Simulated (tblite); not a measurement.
C3H11NO2Si2.
Atom-mapped SMILES: `[CH3:1][O:2][SiH2:3][O:4]/[CH:5]=[CH:6]\[SiH2:7][NH2:8]` (hydrogens: H9, H10, H11 on C1; H12, H13 on Si3; H14 on C5; H15 on C6; H16, H17 on Si7; H18, H19 on N8)

Computed with GFN2-xTB (tblite), gas phase: L-BFGS steps from a force-field or distance-geometry start until the largest atomic force falls under 0.01 eV/Å.

Step 18: E = -724.5133 eV
```
atom  x, y, z in Å  |  force x, y, z in eV/Å
C1      3.6446    0.7240   -0.0467    0.063  -0.052   0.031
O2      2.3805    0.2651   -0.4213    0.115  -0.017   0.015
Si3     1.7258   -1.2225   -0.4808    0.172   0.066  -0.044
O4      0.1671   -0.9750   -0.1119    0.065  -0.029   0.014
C5     -0.2576   -0.1328    0.8593    0.013  -0.079   0.019
C6     -1.5201    0.2398    0.9531   -0.075   0.036   0.066
Si7    -2.8715   -0.3707   -0.1893    0.029  -0.072   0.035
N8     -3.8315    1.0306   -0.4526   -0.020  -0.078   0.141
H9      3.8517    0.4629    0.9936    0.039  -0.050   0.033
H10     4.4346    0.3001   -0.6719   -0.062  -0.011  -0.052
H11     3.6624    1.8112   -0.1329   -0.070   0.005  -0.096
H12     2.3933   -2.0835    0.5036   -0.040  -0.019  -0.051
H13     1.6417   -1.7637   -1.8258    0.060   0.030   0.040
H14     0.5198    0.2147    1.5354   -0.087   0.039  -0.009
H15    -1.7650    0.9103    1.7580   -0.092   0.090   0.085
H16    -3.7215   -1.3357    0.5210   -0.069  -0.054   0.036
H17    -2.3623   -1.0279   -1.3955    0.031   0.078  -0.065
H18    -3.4728    1.9606   -0.3472    0.068   0.074  -0.074
H19    -4.6289    1.0019   -1.0556   -0.139   0.042  -0.124
```

Step 19: E = -724.5192 eV
```
atom  x, y, z in Å  |  force x, y, z in eV/Å
C1      3.6513    0.7252   -0.0484    0.027  -0.025   0.027
O2      2.3880    0.2647   -0.4195    0.047  -0.044  -0.001
Si3     1.7301   -1.2206   -0.4792    0.120  -0.010   0.004
O4      0.1679   -0.9797   -0.1099    0.154   0.036   0.049
C5     -0.2581   -0.1344    0.8587   -0.121  -0.035   0.050
C6     -1.5231    0.2364    0.9519   -0.039   0.017   0.063
Si7    -2.8790   -0.3699   -0.1876    0.089  -0.092   0.026
N8     -3.8398    1.0346   -0.4411   -0.085  -0.043   0.075
H9      3.8564    0.4657    0.9909    0.078  -0.062   0.074
H10     4.4388    0.3049   -0.6762   -0.019  -0.044  -0.064
H11     3.6662    1.8117   -0.1358   -0.068   0.037  -0.091
H12     2.3907   -2.0983    0.5012   -0.057   0.048  -0.088
H13     1.6425   -1.7627   -1.8234    0.066   0.036   0.026
H14     0.5122    0.2218    1.5396   -0.064  -0.003  -0.050
H15    -1.7771    0.9060    1.7559   -0.038   0.077   0.072
H16    -3.7230   -1.3413    0.5232   -0.070  -0.025   0.008
H17    -2.3546   -1.0210   -1.3930   -0.008   0.088  -0.045
H18    -3.4697    1.9648   -0.3557    0.036  -0.019  -0.086
H19    -4.6295    1.0018   -1.0590   -0.049   0.062  -0.048
```

Step 20: E = -724.5243 eV
```
atom  x, y, z in Å  |  force x, y, z in eV/Å
C1      3.6561    0.7252   -0.0493    0.012   0.005   0.018
O2      2.3939    0.2653   -0.4198   -0.018  -0.045  -0.007
Si3     1.7363   -1.2183   -0.4785    0.037  -0.058   0.044
O4      0.1716   -0.9848   -0.1065    0.163   0.090   0.077
C5     -0.2605   -0.1377    0.8590   -0.185   0.012   0.065
C6     -1.5267    0.2342    0.9521   -0.003  -0.006   0.057
Si7    -2.8844   -0.3703   -0.1848    0.065  -0.054   0.008
N8     -3.8497    1.0375   -0.4288   -0.070  -0.028   0.036
H9      3.8585    0.4652    0.9897    0.111  -0.063   0.079
H10     4.4389    0.3061   -0.6818    0.029  -0.058  -0.053
H11     3.6694    1.8115   -0.1379   -0.059   0.049  -0.080
H12     2.3893   -2.1066    0.4979   -0.042   0.069  -0.084
H13     1.6479   -1.7607   -1.8210    0.065   0.032  -0.008
H14     0.5040    0.2275    1.5412   -0.030  -0.026  -0.055
H15    -1.7878    0.9048    1.7546    0.017   0.050   0.046
H16    -3.7238   -1.3470    0.5264   -0.065   0.001  -0.020
H17    -2.3486   -1.0120   -1.3912   -0.032   0.085  -0.037
H18    -3.4654    1.9669   -0.3651   -0.004  -0.123  -0.091
H19    -4.6287    1.0027   -1.0636    0.009   0.070   0.007
```

**Question.** Estimate the geometry and energy of step 21. (The exact step hangs on the optimiser's Hessian estimate; all steps are aligned on step 20, rigid shifts and turns removed.)

**Answer.** E = -724.5291 eV, largest force 0.208 eV/Å
```
atom  x, y, z in Å  |  force x, y, z in eV/Å
C1      3.6614    0.7255   -0.0496    0.010   0.033   0.006
O2      2.4003    0.2637   -0.4190   -0.036  -0.024   0.003
Si3     1.7426   -1.2176   -0.4773   -0.050  -0.071   0.053
O4      0.1776   -0.9861   -0.1022    0.107   0.107   0.081
C5     -0.2646   -0.1404    0.8606   -0.167   0.050   0.067
C6     -1.5311    0.2326    0.9537    0.008  -0.026   0.049
Si7    -2.8879   -0.3717   -0.1826    0.000  -0.004  -0.004
N8     -3.8585    1.0387   -0.4181   -0.075  -0.023  -0.030
H9      3.8645    0.4647    0.9901    0.120  -0.040   0.035
H10     4.4407    0.3072   -0.6871    0.047  -0.053  -0.027
H11     3.6700    1.8127   -0.1425   -0.041   0.012  -0.051
H12     2.3863   -2.1143    0.4933   -0.005   0.054  -0.048
H13     1.6519   -1.7586   -1.8189    0.063   0.027  -0.039
H14     0.4963    0.2319    1.5418    0.002  -0.027  -0.029
H15    -1.7969    0.9046    1.7553    0.058   0.019   0.019
H16    -3.7268   -1.3515    0.5279   -0.050   0.024  -0.048
H17    -2.3439   -1.0035   -1.3910   -0.046   0.077  -0.032
H18    -3.4624    1.9666   -0.3748   -0.022  -0.190  -0.081
H19    -4.6293    1.0050   -1.0671    0.075   0.056   0.073
```

The energy changes by -0.0048 eV. The first-order estimate −F·Δx gives -0.0066 eV and the mean of the old and new forces, exact on a quadratic surface, -0.0048 eV. The step makes an angle of 64° with the force vector and moves no atom by more than 0.014 Å.

The cost below is that of the whole relaxation. Time: 3.7 s of wall time. Hardware: an Arm Neoverse N1 with one thread, shared host with 64 logical CPUs at a one-minute load of 56.
